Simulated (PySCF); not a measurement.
**Computed properties of H₉NSi₃, SMILES [SiH3]N([SiH3])[SiH3]**

trisilylamine (H₉NSi₃), SMILES [SiH3]N([SiH3])[SiH3]. The structure is a stationary point at TPSSh-D3(BJ)/def2-SVP. Other conformers were not sampled. All values are computed for the isolated molecule unless a solvent is named; none is compared with measurement here.

**Structure.** The optimised structure has C3h symmetry. All 33 harmonic modes at TPSSh-D3(BJ)/def2-SVP (PySCF) are real, so it is a minimum. With heavy atoms numbered as in [SiH3:1][N:2]([SiH3:3])[SiH3:4], the shortest bond between them is N2–Si4 at 1.759 Å and the longest N2–Si3 at 1.759 Å.

**Vibrations.** The strongest infrared lines (harmonic, unscaled, degenerate partners summed) lie at 948 cm⁻¹ (1218 km/mol, H 96 %), 979 cm⁻¹ (504 km/mol, H 85 %, N 9 %), 2258 cm⁻¹ (477 km/mol, H 96 %). The softest mode is at 69 cm⁻¹ and the zero-point energy is 51.9 kcal/mol.

**Electronic structure.** HF/def2-TZVP (PySCF) places the frontier levels at -10.77 and 2.74 eV, a gap of 13.51 eV, and gives a dipole moment of 0.00 D and a mean polarisability of 77.3 bohr³.

**Excitations.** TDDFT-CAM-B3LYP/def2-SVPD (PySCF) has S1 at 6.14 eV (202 nm, f = 0.001, dark); the most intense of the 10 singlets computed lies at 7.23 eV (f = 0.08). Strengths of degenerate partners are summed. T1 (TDA) is at 5.81 eV. No vertical singlet excitation falls in the visible range (under 3.1 eV).

**NMR.** GIAO shifts at PBE0/pcSseg-1 (PySCF) (non-relativistic, atoms alike by connectivity averaged): ¹H at 4.9 ppm against TMS; ²⁹Si at -42.4 ppm against TMS.
